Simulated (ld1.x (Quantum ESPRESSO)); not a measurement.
## Configuration tests for chromium (PAW)

* Element: chromium
* Generator: ld1.x (Quantum ESPRESSO) 7.5
* Type: PAW
* Functional: LDA (PZ)
* Relativity: scalar-relativistic
* Frozen core: [Ne] 3s2
* Valence charge: 12
* Reference configuration: 3p6 3d5 4s0 4p1
* Partial waves: 4s (bound, empty): rcut 2.30, rcutus 2.75 bohr; 4s channel at 0.25 Ry: rcut 2.30, rcutus 2.75 bohr; 3p (bound): rcut 1.80, rcutus 1.90 bohr; 4p (bound): rcut 1.80, rcutus 1.90 bohr; 3d (bound): rcut 0.95, rcutus 1.05 bohr; 3d channel at 0.05 Ry: rcut 0.95, rcutus 1.05 bohr
* Local potential: all-electron potential smoothed inside 2.00 bohr (lloc = -1)
* Core correction: a·sin(br)/r model core inside 0.85 bohr
* Augmentation charge: BESSEL, radius 1.05 bohr

Energies are relative to the spin-unpolarised reference configuration 3p6 3d5 4s0 4p1; without spin polarisation the order of configurations can differ from experiment. Not all tests gave a result: test run stopped at test 5 of 9 (negative rho).

| valence configuration | charge | ΔE all-electron (eV) | error AE − PS (meV) |
| --- | --- | --- | --- |
| 3p6 3d5 4s1 4p0 | 0 | -3.204 | +3.4 |
| 3p6 3d5 4s0 4p0 | +1 | 3.937 | -0.5 |
| 3p6 3d4 4s0 4p0 | +2 | 20.280 | -12 |

Question: What are ΔE and the potential's error for 3p6 3d4 4s1 4p0?

Answer: ΔE = 5.048 eV all-electron; the error (AE − PS) is +24 meV.

Levels in the configuration 3p6 3d4 4s0 4p0:

| level | all-electron (eV) | pseudo (eV) |
| --- | --- | --- |
| 3p | -66.439 | -66.489 |
| 3d | -23.142 | -23.180 |
